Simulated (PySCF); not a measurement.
Calculation: B3LYP-D3(BJ)/def2-TZVP in PySCF. All species are isolated molecules in the gas phase. One relaxed conformer stands for a flexible species; it need not be the lowest. B3LYP has the VWN-RPA correlation part, as in Gaussian. 

Reference species (SMILES): `CC(C)[SiH3]` (neutral, multiplicity 1).

```json
{
  "HOMO": "-7.95 eV"
}
```

Changed species: `C[SiH2]CC` (C–C–Si–C torsion 180°).

**Question.** Give the shifts of the HOMO.

**Answer.** the HOMO falls by 0.09 eV, to -8.04 eV.
